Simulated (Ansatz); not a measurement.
Ag7Sn⁻, relaxed as a singlet with RKS r2SCAN-D4/def2-SVPD in Ansatz, starting from packed atoms. Force threshold 0.02 eV/Å.

In the def2 sets Ag, Sn take a core potential; there is no spin–orbit coupling. The relaxation made no stability test and no search for a lower SCF solution. No other spin state of charge -1 was run. Another isomer (singlet) lies 0.17 eV lower at PBE0-D4/def2-TZVPD; other spin states weren't run for this one.

Start:

| atom | x (Å) | y (Å) | z (Å) |
| --- | --- | --- | --- |
| Ag1 | 0.6343 | -2.2984 | 0.9381 |
| Ag2 | -2.9906 | 0.7814 | -0.5978 |
| Ag3 | -0.2112 | 0.1125 | -0.3125 |
| Ag4 | 3.4167 | -2.7996 | 1.3428 |
| Ag5 | 1.0359 | 2.6971 | -0.8268 |
| Ag6 | -1.8601 | 3.1124 | -1.3801 |
| Ag7 | -2.3962 | -1.7812 | 0.4992 |
| Sn8 | 2.3713 | 0.1757 | 0.3371 |

```
         step  energy (eV)  largest force component (eV/Å)  SCF passes
            1  -33842.6767                           0.787          50
            2  -33843.2540                           0.611          41
            3  -33843.7447                           0.399          33
            4  -33844.0981                           0.385          32
            5  -33844.3187                           0.248          31
            6  -33844.4634                           0.229          31
            7  -33844.5531                           0.228          31
            8  -33844.6117                           0.172          25
            9  -33844.6477                           0.093          25
           10  -33844.6722                           0.112          26
           11  -33844.7015                           0.147          26
           12  -33844.7412                           0.174          25
           13  -33844.7955                           0.197          26
           14  -33844.8459                           0.139          26
           15  -33844.8666                           0.198          25
           16  -33844.8830                           0.065          25
17 (rejected)  -33844.8810                           0.091          25
           18  -33844.8861                           0.011          23
```

Force components are those of the run's own axes.

End:

```xyz
8

Ag    0.4557   -1.9351    1.1192
Ag   -2.8742    0.4254   -1.0198
Ag   -0.6066    0.5204    0.5710
Ag    2.5616   -1.2300   -0.6228
Ag    1.6048    1.4253   -0.7547
Ag   -0.9792    2.2638   -1.5216
Ag   -2.3010   -1.6428    0.5978
Sn    2.1389    0.1731    1.6309
```

Bonds formed: Ag4–Ag5 (atoms count from 1). Metal–metal contacts that move far: Ag3–Ag6 3.59 to 2.75 Å, Ag4–Sn8 3.31 to 2.69 Å.

No frequencies were taken in this run, so the end may be a saddle point.

It took 6 min on 4 threads of Arm Neoverse V2 on a shared host, peak host memory 0.63 GiB.
